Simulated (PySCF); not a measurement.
# Two-component Hartree-Fock for Rh⁴³⁺ (rhodium, charge +43)

Start: 1s2. Calculated with PySCF 2.14 in an uncontracted even-tempered set (16 s from 9.4 bohr⁻², ratio 2.6; 12 p from 12 bohr⁻², ratio 2.6; 6 d from 12 bohr⁻², ratio 2.8; 3 f from 540 bohr⁻², ratio 2.8): generalised Hartree-Fock with the X2C-1e Hamiltonian and a Gaussian nucleus; spin-orbit coupling (SO) screened by Boettger's factors.

```
spinor shell  electrons  ε, screened SO (eV)  weight of nominal j (screened SO)  rms radius, screened SO (bohr)
       1s1/2          2             -27527.0                              1.000                          0.0371
```

```csv
quantity,screened SO
E (hartree),-2052.86198
M_J,0
⟨J²⟩,0.000
⟨L²⟩,0.000
⟨S²⟩,0.000
```

Breit and QED terms are absent; they matter most for the inner s and p1/2 levels.

Densities and radii are taken from the X2C orbitals without a picture-change correction, which distorts them close to the nucleus.
